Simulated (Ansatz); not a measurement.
Ansatz (a program for electronic structure) input (B3LYP/6-31G* with LANL2DZ past Ar): The .json file joins the Basis Set Exchange's 6-31G* for atoms up to Ar and LANL2DZ past it.

Ansatz 0.2 input:
```yaml
crystal:
  periodic: [false, false, false]
  atoms:
    - {symbol: C, position_ang: [-1.94985600, -0.12542300, 0.30106400]}
    - {symbol: N, position_ang: [-0.75538600, 0.59690800, -0.03974400]}
    - {symbol: C, position_ang: [-0.56333500, 1.70354600, 0.85705100]}
    - {symbol: Ge, position_ang: [0.80361100, -0.58274700, -0.36928100]}
    - {symbol: H, position_ang: [-2.84760100, 0.51560400, 0.22516100]}
    - {symbol: H, position_ang: [-1.95038300, -0.53277700, 1.33774500]}
    - {symbol: H, position_ang: [-2.08435400, -0.97332900, -0.37640300]}
    - {symbol: H, position_ang: [-0.42618000, 1.39392100, 1.91613000]}
    - {symbol: H, position_ang: [-1.42910300, 2.39478300, 0.83855700]}
    - {symbol: H, position_ang: [0.32643400, 2.26680800, 0.57212000]}
    - {symbol: H, position_ang: [1.23653400, -0.72562100, 1.21300600]}
    - {symbol: H, position_ang: [1.82596200, 0.66143800, -0.57982000]}
basis:
  gaussian:
    orbitals: 6-31Gs+LANL2DZ.json
hamiltonian:
  xc: {name: B3LYP}
total_charge: -1
output: {forces: true}
```

Output:

```
Functional definition: B3LYP
integrals: 0.03 GiB planned
806 factors; integrals over basis functions are off by at most 6.1e-4 eV
mean field: 0.22 GiB planned
mean field evaluation 1: about -3795.2956 eV, gradient 2.5e1 eV
mean field evaluation 2: about -3794.9555 eV, gradient 2.9e1 eV
mean field evaluation 4: about -3796.9042 eV, gradient 1.8e0 eV
mean field evaluation 8: about -3796.8886 eV, gradient 5.1e-2 eV
mean field evaluation 16: about -3796.8887 eV, gradient 1.2e-5 eV
mean field -3796.88865607 eV, -139.5330844869 hartree, gradient 1.2e-5 eV, S^2 0.000000; 0 other end points of the search recorded, 0 dependent functions left out
the calculation of the forces begins
reference -3796.88890009 eV, -139.5330934547 hartree; 16, 16 occupied and 53, 53 virtual orbitals, 806 factors
Total energy: -3796.88890009 eV, -139.5330934547 hartree
Atom 0 at    -1.949856    -0.125423     0.301064 Å, force     0.079737     0.051231     0.060062 eV/Å
Atom 1 at    -0.755386     0.596908    -0.039744 Å, force    -0.030462     0.072884    -0.205391 eV/Å
Atom 2 at    -0.563335     1.703546     0.857051 Å, force    -0.043940    -0.136519     0.010829 eV/Å
Atom 3 at     0.803611    -0.582747    -0.369281 Å, force     0.026368    -0.152057    -0.076037 eV/Å
Atom 4 at    -2.847601     0.515604     0.225161 Å, force    -0.142830     0.073469    -0.005177 eV/Å
Atom 5 at    -1.950383    -0.532777     1.337745 Å, force    -0.067069    -0.066949     0.118862 eV/Å
Atom 6 at    -2.084354    -0.973329    -0.376403 Å, force    -0.030187    -0.106317    -0.090272 eV/Å
Atom 7 at    -0.426180     1.393921     1.916130 Å, force     0.013399     0.024481     0.155924 eV/Å
Atom 8 at    -1.429103     2.394783     0.838557 Å, force    -0.098697     0.100946     0.007912 eV/Å
Atom 9 at     0.326434     2.266808     0.572120 Å, force     0.116340     0.095745    -0.045758 eV/Å
Atom 10 at     1.236534    -0.725621     1.213006 Å, force     0.073418    -0.062116     0.118282 eV/Å
Atom 11 at     1.825962     0.661438    -0.579820 Å, force     0.103923     0.105200    -0.049234 eV/Å
Dipole moment:    -0.444162     0.209070     0.173219 e Å
```

The dipole moment of an ion depends on the origin.

The geometry given is a B3LYP-D3(BJ)/def2-TZVP minimum.
